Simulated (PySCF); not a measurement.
B(OMe)(PH2)2 (CH₇BOP₂), SMILES COB(P)P.

The structure is a stationary point at PBE-D3(BJ)/def2-SVP. This is a generated structure with no PubChem entry under its InChIKey; it may be hypothetical. One conformer was computed; it need not be the lowest.

Computed with PBE-D3(BJ)/def2-SVP in PySCF 2.14.0.

Frequencies are harmonic and unscaled.

```json
[
 {"mode": "1", "ν (cm⁻¹)": "92", "IR (km/mol)": "0.7", "moving atoms (share of kinetic energy)": "H 97 %"},
 {"mode": "2", "ν (cm⁻¹)": "130", "IR (km/mol)": "1.3", "moving atoms (share of kinetic energy)": "H 74 %, P 17 %"},
 {"mode": "3", "ν (cm⁻¹)": "157", "IR (km/mol)": "5.5", "moving atoms (share of kinetic energy)": "P 43 %, H 36 %, C 15 %"},
 {"mode": "4", "ν (cm⁻¹)": "162", "IR (km/mol)": "4.3", "moving atoms (share of kinetic energy)": "O 37 %, H 26 %, C 18 %, B 9 %, P 9 %"},
 {"mode": "5", "ν (cm⁻¹)": "190", "IR (km/mol)": "1.6", "moving atoms (share of kinetic energy)": "H 40 %, P 32 %, C 13 %, O 9 %"},
 {"mode": "6", "ν (cm⁻¹)": "210", "IR (km/mol)": "0.8", "moving atoms (share of kinetic energy)": "H 73 %, P 13 %, C 11 %"},
 {"mode": "7", "ν (cm⁻¹)": "338", "IR (km/mol)": "9.4", "moving atoms (share of kinetic energy)": "P 35 %, O 23 %, C 16 %, H 15 %, B 11 %"},
 {"mode": "8", "ν (cm⁻¹)": "382", "IR (km/mol)": "4.9", "moving atoms (share of kinetic energy)": "B 34 %, H 32 %, O 22 %"},
 {"mode": "9", "ν (cm⁻¹)": "440", "IR (km/mol)": "0.3", "moving atoms (share of kinetic energy)": "P 43 %, O 30 %, H 15 %, B 12 %"},
 {"mode": "10", "ν (cm⁻¹)": "547", "IR (km/mol)": "13.9", "moving atoms (share of kinetic energy)": "H 87 %, P 11 %"},
 {"mode": "11", "ν (cm⁻¹)": "655", "IR (km/mol)": "9.9", "moving atoms (share of kinetic energy)": "H 86 %, B 9 %"},
 {"mode": "12", "ν (cm⁻¹)": "701", "IR (km/mol)": "9.2", "moving atoms (share of kinetic energy)": "H 61 %, B 30 %"},
 {"mode": "13", "ν (cm⁻¹)": "724", "IR (km/mol)": "25.1", "moving atoms (share of kinetic energy)": "H 83 %, O 8 %"},
 {"mode": "14", "ν (cm⁻¹)": "894", "IR (km/mol)": "123.7", "moving atoms (share of kinetic energy)": "B 72 %, H 19 %"},
 {"mode": "15", "ν (cm⁻¹)": "1000", "IR (km/mol)": "26.0", "moving atoms (share of kinetic energy)": "C 39 %, O 31 %, B 18 %, H 12 %"},
 {"mode": "16", "ν (cm⁻¹)": "1046", "IR (km/mol)": "22.0", "moving atoms (share of kinetic energy)": "H 91 %"},
 {"mode": "17", "ν (cm⁻¹)": "1060", "IR (km/mol)": "25.2", "moving atoms (share of kinetic energy)": "H 96 %"},
 {"mode": "18", "ν (cm⁻¹)": "1125", "IR (km/mol)": "3.4", "moving atoms (share of kinetic energy)": "H 75 %, C 19 %"},
 {"mode": "19", "ν (cm⁻¹)": "1145", "IR (km/mol)": "5.8", "moving atoms (share of kinetic energy)": "H 72 %, C 20 %"},
 {"mode": "20", "ν (cm⁻¹)": "1313", "IR (km/mol)": "295.9", "moving atoms (share of kinetic energy)": "B 38 %, O 31 %, H 20 %, C 11 %"},
 {"mode": "21", "ν (cm⁻¹)": "1411", "IR (km/mol)": "7.2", "moving atoms (share of kinetic energy)": "H 96 %"},
 {"mode": "22", "ν (cm⁻¹)": "1421", "IR (km/mol)": "10.1", "moving atoms (share of kinetic energy)": "H 97 %"},
 {"mode": "23", "ν (cm⁻¹)": "1436", "IR (km/mol)": "44.4", "moving atoms (share of kinetic energy)": "H 72 %, O 12 %, B 11 %"},
 {"mode": "24", "ν (cm⁻¹)": "2327", "IR (km/mol)": "33.5", "moving atoms (share of kinetic energy)": "H 97 %"},
 {"mode": "25", "ν (cm⁻¹)": "2338", "IR (km/mol)": "30.8", "moving atoms (share of kinetic energy)": "H 97 %"},
 {"mode": "26", "ν (cm⁻¹)": "2358", "IR (km/mol)": "15.1", "moving atoms (share of kinetic energy)": "H 97 %"},
 {"mode": "27", "ν (cm⁻¹)": "2363", "IR (km/mol)": "69.8", "moving atoms (share of kinetic energy)": "H 97 %"},
 {"mode": "28", "ν (cm⁻¹)": "2944", "IR (km/mol)": "37.8", "moving atoms (share of kinetic energy)": "H 97 %"},
 {"mode": "29", "ν (cm⁻¹)": "3032", "IR (km/mol)": "17.7", "moving atoms (share of kinetic energy)": "H 90 %, C 10 %"},
 {"mode": "30", "ν (cm⁻¹)": "3071", "IR (km/mol)": "17.0", "moving atoms (share of kinetic energy)": "H 90 %, C 10 %"}
]
```
